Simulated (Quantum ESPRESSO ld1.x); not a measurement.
These are the eigenvalues of the occupied orbitals of an atom or ion with whole-number occupations (eV). Method: scalar-relativistic Kohn-Sham, LDA (Slater exchange, Perdew-Wang correlation), spin-polarised, spherical densities, point nucleus; computed with ld1.x of Quantum ESPRESSO 7.5.

| orbital | eigenvalue |
|---|---|
| 1s up | -7159.01 |
| 1s down | -7149.06 |
| 2s up | -1381.14 |
| 2s down | -1366.46 |
| 2p up | -1288.06 |
| 2p down | -1270.52 |

Which element is it, and in what charge state? The configuration may be excited. Open shells, if any, are filled with parallel spins first.

Answer. Z = 25, manganese, charge +17: Mn17+ in [He] 2s2 2p4. The list shows which subshells hold electrons but not how many an open one holds; the 1s level, -263.09 hartree, gives Z - s = 22.9 by -(Z - s)^2/2, which with screening and relativity narrows Z to a few neighbours, and the depths of the outer levels then fix element, charge and occupations together.
